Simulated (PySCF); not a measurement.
Correlation energy of V (vanadium, neutral)

[Ar] 3d3 4s2, high-spin 4F determinant. All numbers are calculated (PySCF 2.14, the spin-free X2C one-electron Hamiltonian (Gaussian nucleus), in aug-cc-pVTZ-DK). Frozen: [Ar]; 5 electrons correlated.

| level | correlation energy (mhartree) |
| --- | --- |
| CCSD | -75.47 |
| (T) | -2.85 |
| CCSD(T) | -78.32 |

Diagnostics: T1 = 0.026, D1 = 0.0702, largest double amplitude 0.062.

Cost of the coupled-cluster step: about 18 core-seconds, for 5 correlated electrons.

Iterations:

```
CC2 = 0
CCSD nocc = (np.int64(4), np.int64(1)), nmo = (84, 84)
frozen orbitals [[0, 1, 2, 3, 4, 5, 6, 7, 8], [0, 1, 2, 3, 4, 5, 6, 7, 8]]
max_cycle = 100
direct = 0
conv_tol = 1e-08
conv_tol_normt = 1e-06
diis_space = 8
diis_start_cycle = 0
Init t2, MP2 energy = -0.0613733081537011
Init E_corr(UCCSD) = -0.0613733081585816
cycle = 1  E_corr(UCCSD) = -0.069423222820715  dE = -0.00804991466  norm(t1,t2) = 0.0681195
cycle = 2  E_corr(UCCSD) = -0.0726623520228733  dE = -0.0032391292  norm(t1,t2) = 0.0325222
cycle = 3  E_corr(UCCSD) = -0.0753635680928729  dE = -0.00270121607  norm(t1,t2) = 0.0170661
cycle = 4  E_corr(UCCSD) = -0.0753851740557352  dE = -2.16059629e-05  norm(t1,t2) = 0.00307618
cycle = 5  E_corr(UCCSD) = -0.0754262228514475  dE = -4.10487957e-05  norm(t1,t2) = 0.00190141
cycle = 6  E_corr(UCCSD) = -0.075477165109918  dE = -5.09422585e-05  norm(t1,t2) = 0.00111137
cycle = 7  E_corr(UCCSD) = -0.0754610150892796  dE = 1.61500206e-05  norm(t1,t2) = 0.000390023
cycle = 8  E_corr(UCCSD) = -0.0754709962428134  dE = -9.98115353e-06  norm(t1,t2) = 0.000130804
cycle = 9  E_corr(UCCSD) = -0.0754687698443956  dE = 2.22639842e-06  norm(t1,t2) = 5.51404e-05
cycle = 10  E_corr(UCCSD) = -0.0754684749333112  dE = 2.94911084e-07  norm(t1,t2) = 2.42698e-05
cycle = 11  E_corr(UCCSD) = -0.0754683986113975  dE = 7.63219137e-08  norm(t1,t2) = 1.0815e-05
cycle = 12  E_corr(UCCSD) = -0.075468492796424  dE = -9.41850265e-08  norm(t1,t2) = 4.86414e-06
cycle = 13  E_corr(UCCSD) = -0.0754684722965964  dE = 2.04998276e-08  norm(t1,t2) = 2.51586e-06
cycle = 14  E_corr(UCCSD) = -0.0754684497580225  dE = 2.25385739e-08  norm(t1,t2) = 1.06517e-06
cycle = 15  E_corr(UCCSD) = -0.0754684598099102  dE = -1.00518877e-08  norm(t1,t2) = 5.72551e-07
cycle = 16  E_corr(UCCSD) = -0.0754684627477589  dE = -2.93784877e-09  norm(t1,t2) = 3.11113e-07
UCCSD converged
E(UCCSD) = -948.2177844643099  E_corr = -0.07546846274775894
UCCSD(T) correction = -0.00285046096547908
```
